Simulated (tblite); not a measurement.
Species: C6H9FO (charge +1 and doublet state).
Cartesian coordinates in Å at the GFN2-xTB level; atoms count from 1:
```
atom  x, y, z in Å
C1     2.4989   -0.5303   -0.1958
C2     1.1391   -0.3108   -0.0310
C3     0.5834    1.0649   -0.1000
C4    -0.8697    1.1603    0.3525
C5    -1.6297   -0.0401   -0.2061
F6    -1.5315   -0.0191   -1.5788
C7    -0.9985   -1.3408    0.2820
O8     0.4080   -1.3702    0.1678
H9     3.1757    0.2844   -0.3903
H10    2.9015   -1.5284   -0.1204
H11    1.2194    1.7523    0.4656
H12    0.6663    1.3912   -1.1482
H13   -0.9456    1.1570    1.4407
H14   -1.3143    2.0864   -0.0121
H15   -2.6964   -0.0159    0.0383
H16   -1.2584   -1.5306    1.3313
H17   -1.3554   -2.1984   -0.3053
```

The geometry is computed with GFN2-xTB (gas phase). This method treats the open shell by occupation alone, without spin polarisation.

Masses are those of the commonest isotopes; rigid-rotor values at the optimised geometry. The values belong to one conformer with, in the numbering `[CH2+:1][C:2]1[CH2:3][CH2:4][C@@H:5]([F:6])[CH2:7][O:8]1`, H–C1–C2–C3 -1° and 178°, C1–C2–C3–C4 -169°, C2–C3–C4–C5 -41°, C3–C4–C5–F6 -59°, C4–C5–C7–O8 -46°.

(1) Give the principal moments of inertia and the rotational constants in cm⁻¹.

(2) Classify the top.

(3) What does the inertial defect say?

(4) Give the other two planar moments, Paa and Pbb, and the rms extents of the mass along the axes.

(5) Where do the levels up to J = 2 lie, in MHz?

(6) Estimate the classical rotational partition function at 25 K, 200 K and 500 K.

Answers

(1) Ia = 146.77, Ib = 281.31, Ic = 335.02 u·Å²; 505379 MHz·u·Å²/I gives 3443, 1796 and 1508 MHz, that is A = 0.11485, B = 0.05992, C = 0.05032 cm⁻¹.

(2) An asymmetric top: κ = (2 × 1796 − 3443 − 1508)/(3443 − 1508) = -0.70.

(3) Not planar: Δ = Ic − Ia − Ib = -93.06 u·Å². For a rigid frame Δ = −2 Σ m c², so Σ m c² = 46.53 u·Å² lies off the ab plane: 8.68 from hydrogen and 37.85 from heavier atoms. The atom farthest from that plane is 1.86 Å away.

(4) Paa = Σ m a² = (Ib + Ic − Ia)/2 = 234.78 and Pbb = Σ m b² = (Ia + Ic − Ib)/2 = 100.24 u·Å². With the mass M = 116.06 u, the rms extents √(P/M) along a, b and c are 1.42, 0.93, 0.63 Å.

(5) Above 0(0,0):
J = 1: 1(0,1) 3305, 1(1,1) 4952, 1(1,0) 5240
J = 2: 2(0,2) 9880, 2(1,2) 11274, 2(1,1) 12138, 2(2,1) 17078, 2(2,0) 17112
The levels of one J sum to (2J + 1)J(J + 1)(A + B + C)/3.

(6) Point group C1, symmetry number σ = 1; q = (√π/σ)·√((kT/h)³/(ABC)), k/h = 20836.6 MHz/K: 6900 at 25 K, 156000 at 200 K, 617000 at 500 K.

For this open shell read J as N, the rotation without spin; fine and hyperfine splittings come on top. Its GFN2-xTB frequencies are all real (lowest 56 cm⁻¹). No vibrational averaging or centrifugal distortion is included, and the geometry carries the error of its method.

Time: 0.4 s. Hardware: an Arm Neoverse V2 with one thread, shared host with 96 logical CPUs at a one-minute load of 19. These figures are those of the optimisation.
